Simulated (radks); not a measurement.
Values are calculated unless marked as measured or tabulated.
Trend from Al4+ to Tl4+: ionisation energy by Delta-SCF between NIST ground configurations, and size. Level of theory: non-relativistic Kohn-Sham, r2SCAN, spin-unpolarised, spherical densities, point nucleus; meta-GGA in the generalised Kohn-Sham scheme (a radial shooting solver on a logarithmic mesh with Libxc functionals).

| species | configuration | configuration of the ion | IE (eV) | NIST (eV) | kind | outermost | <r> outermost (bohr) | r at 0.001 e/bohr^3 (bohr) |
|---|---|---|---|---|---|---|---|---|
| Al4+ | [He] 2s2 2p5 | [He] 2s2 2p4 | 158.49 | 153.83 | semi-emp. | 2s | 0.604 | 1.83 |
| Ga4+ | [Ar] 3d9 | [Ar] 3d8 | 89.383 | 86.0 | semi-emp. | 3d | 0.739 | 2.36 |
| In4+ | [Kr] 4d9 | [Kr] 4d8 | 75.451 | 69 | semi-emp. | 4d | 1.10 | 2.78 |
| Tl4+ | [Xe] 4f14 5d9 | [Xe] 4f14 5d8 | 69.211 | 62.6 | exp. | 5d | 1.28 | 2.99 |

Reference values: NIST Atomic Spectra Database (exp. = measured, semi-emp. = semi-empirical, theory = theoretical value adopted there). Relativity is left out here, which matters for elements this heavy. Spin polarisation and multiplet splitting are left out, so open shells lie too high by an amount that depends on their filling.

Beside tabulated values, note that spin-unpolarised runs miss the spin-polarisation part of the exchange energy of open shells.
